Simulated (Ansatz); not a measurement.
Consider the redistribution: `B[SiH2][InH2]` + `OBOBF` → `FB[O][InH2]` + `B[SiH2]BO`.

Computed with Ansatz on PBE0-D4/def2-TZVP structures; ΔE is electronic, products minus reactants. CCSD(T)/CBS is the MP2 limit (def2-TZVPP, def2-QZVPP) plus CCSD(T) − MP2 in def2-TZVPP, frozen cores. DFT in def2-TZVPP. B3LYP here is the variant with VWN-RPA as its local correlation; programs differ in this. Elements past krypton have def2 core potentials. For In outer-core shells are correlated without core-valence functions, which leaves a few kJ/mol of doubt a bond. Each species was taken in one conformer, which may not be the lowest.

`B[SiH2][InH2]`:

```xyz
9

B    -0.549   -0.939    0.789
Si    1.258   -0.625    0.351
In   -0.590    1.061   -0.760
H    -1.036   -0.407    1.746
H    -1.212   -1.671    0.109
H     1.942   -1.162   -0.855
H     2.151    0.324    1.066
H    -2.296    1.269   -0.712
H     0.332    2.150   -1.734
```

`OBOBF`:

```xyz
8

O    -0.253   -1.602    0.186
B     0.646   -0.622    0.428
O     0.221    0.675    0.391
B    -0.598    1.412   -0.379
F    -0.828    1.057   -1.637
H     0.121   -2.482    0.259
H     1.785   -0.852    0.714
H    -1.094    2.414    0.038
```

`FB[O][InH2]`:

```xyz
7

F     1.366   -0.598   -0.370
B     0.523   -1.131    0.592
O    -0.611   -0.503    0.791
In   -0.670    1.117   -0.488
H     0.916   -2.114    1.145
H    -1.455    0.713   -1.944
H    -0.069    2.515    0.274
```

`B[SiH2]BO`:

Cartesian coordinates in Å:
```
B -1.102 0.669 1.371
Si -0.143 -0.782 0.394
B 0.396 0.068 -1.388
O 1.665 0.433 -1.664
H -0.519 1.416 2.102
H -2.263 0.878 1.175
H 1.090 -1.244 1.103
H -1.007 -1.965 0.118
H -0.407 0.287 -2.251
H 2.292 0.241 -0.961
```

(1) Is it downhill or uphill in electronic energy at CCSD(T)/CBS, and by how much? (Estimate.)

(2) What do these levels give: B3LYP-D4, ωB97M-V, revPBE, PBE0, r2SCAN0, CCSD(T)/def2-SVP? (An estimate is asked.)

(3) What do rigid-rotor, harmonic-oscillator terms from PBE0-D4/def2-TZVP frequencies (298.15 K, 1 bar) make of the CCSD(T)/CBS value? (Best estimate.)

Largest T1 diagnostic among the species: 0.016.

Answers

(1) Ansatz gave: Uphill: ΔE = +119.6 kJ/mol.

(2) Computed: B3LYP-D4 122.9, ωB97M-V 126.1, revPBE 122.2, PBE0 133.9, r2SCAN0 134.1, CCSD(T)/def2-SVP 123.0 kJ/mol.

(3) The calculation gave: ΔZPE = -3.9 kJ/mol, ΔH = +116.2 kJ/mol, ΔS = 5 J/(mol·K), ΔG = +114.6 kJ/mol. Modes under 50 cm⁻¹ make the entropy rough.

In def2-TZVPP, CCSD(T) changes the Hartree–Fock value by +25.9 kJ/mol (the triples alone add +3.9 kJ/mol) and MP2 by +37.8 kJ/mol. At CCSD(T), def2-SVP lies +3.4 kJ/mol from the extrapolated value and def2-TZVPP +0.9 kJ/mol. From r2SCAN to r2SCAN0 (25 % exact exchange), in def2-TZVPP and without D4, ΔE moves by +5.3 kJ/mol.
